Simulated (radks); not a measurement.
Values are calculated unless marked as measured or tabulated.
Species: neutral strontium. Configuration: [Kr] 5s2 (the NIST ground configuration). Code: a radial shooting solver on a logarithmic mesh with Libxc functionals. Model: scalar-relativistic Kohn-Sham, PBEsol, spin-polarised, spherical densities, finite nucleus; Fermi nuclear charge, rms radius 4.224 fm; hard spherical wall at 12 bohr.

Radial electron density D(r) = 4 pi r^2 rho(r):

| r (bohr) | D(r) (e/bohr) |
|---|---|
| 0.003141 | 4.477 |
| 0.004223 | 7.282 |
| 0.005633 | 11.38 |
| 0.007513 | 17.16 |
| 0.01002 | 24.68 |
| 0.01337 | 33.36 |
| 0.01783 | 41.58 |
| 0.02397 | 46.89 |
| 0.03197 | 46.80 |
| 0.04263 | 42.49 |
| 0.05686 | 39.61 |
| 0.07584 | 44.46 |
| 0.1012 | 54.50 |
| 0.136 | 56.42 |
| 0.1814 | 44.05 |
| 0.2419 | 33.60 |
| 0.3227 | 37.93 |
| 0.4304 | 40.71 |
| 0.574 | 27.62 |
| 0.7656 | 12.65 |
| 1.029 | 7.883 |
| 1.373 | 6.878 |
| 1.831 | 3.963 |
| 2.442 | 1.498 |
| 3.257 | 0.7482 |
| 4.344 | 0.5413 |
| 5.841 | 0.2438 |
| 7.791 | 0.05164 |
| 10.39 | 0.003137 |

D(r) has 3 maxima, at r = 0.0275, 0.123, 0.397 bohr, and minima at 0.0564, 0.254 bohr, inside which lie 2.06, 11.07 electrons.
